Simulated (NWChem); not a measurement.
**Electron attachment to CCl₂**

```xyz
3

Cl     1.4022     0.0000     0.1491
C      0.0000     0.0000    -0.8450
Cl    -1.4022     0.0000     0.1491
```
Charge 0, spin multiplicity 1.

The numbers come from NWChem runs, not from measurements. All single points use one geometry, from PBE0/def2-SVP, a minimum by its harmonic frequencies.

Basis set: def2-TZVPD. The species with one electron more has spin multiplicity 2 and keeps the geometry of the parent. Δ marks differences of total energies (open shells unrestricted; coupled cluster on restricted open-shell references). −ε marks an orbital energy of the parent. That orbital need not have the symmetry of the hole or added electron in the Δ rows. The basis adds only a small set of diffuse functions.

The correlated methods keep 11 core orbitals frozen. B3LYP has NWChem's definition, with VWN1-RPA local correlation. The structure started from a generated list of species. No SCF solution was tested for a lower state.

Problem. Order these methods by the vertical electron affinity they give, lowest first: −ε(LUMO) of B3LYP, −ε(LUMO) of PBE, ΔB3LYP, −ε(LUMO) of BLYP.

Solution. ΔB3LYP (1.36 eV), −ε(LUMO) of B3LYP (3.65 eV), −ε(LUMO) of BLYP (4.28 eV), −ε(LUMO) of PBE (4.44 eV)
